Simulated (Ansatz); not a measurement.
Process, species as SMILES: NB(N)Br -> N[B]Br + [NH2] (NH2) (the B-N bond at the site shown breaks; other sites are not compared here)
Structures are relaxed separately at B3LYP-D3(BJ)/def2-TZVP in Ansatz (a first-principles code), one conformer each, not searched for the lowest.

Wanted: bond dissociation energy (electronic energy difference), in kJ/mol. Correlated levels leave the core frozen unless marked. Open shells are spin-unrestricted. No spin-orbit coupling. Frozen are the shells of the preceding noble gas and the d and f shells that filled before the atom's block. No relativistic terms. CBS marks a two-point X^-3 extrapolation of the correlation energy; Hartree-Fock from the larger set.

```
level                                program  bond dissociation energy (kJ/mol)
----------------------------  --------------  ---------------------------------
HF/6-31G                              Ansatz                              466.1
PBE-D3(BJ)/def2-TZVPD         Ansatz + dftd3                              542.8
BLYP/def2-TZVPD                       Ansatz                              516.2
B3LYP-D4/def2-TZVPD           Ansatz + dftd4                              538.2
PBE0/STO-3G                           Ansatz                              618.3
PBE0-D3(BJ)/def2-TZVPD        Ansatz + dftd3                              543.0
r2SCAN0/def2-TZVPD                    Ansatz                              523.6
HSE06/def2-TZVPD                      Ansatz                              538.7
CAM-B3LYP-D4/def2-TZVPD       Ansatz + dftd4                              550.4
B2GP-PLYP/def2-TZVPD                  Ansatz                              547.7
SCS-MP2/STO-3G                        Ansatz                              547.0
SCS-MP2/cc-pVQZ                       Ansatz                              569.2
CCSD/STO-3G                           Ansatz                              539.1
CCSD/cc-pVQZ                          Ansatz                              542.6
CCSD(T)/CBS(cc-pVTZ,cc-pVQZ)          Ansatz                              557.3
```
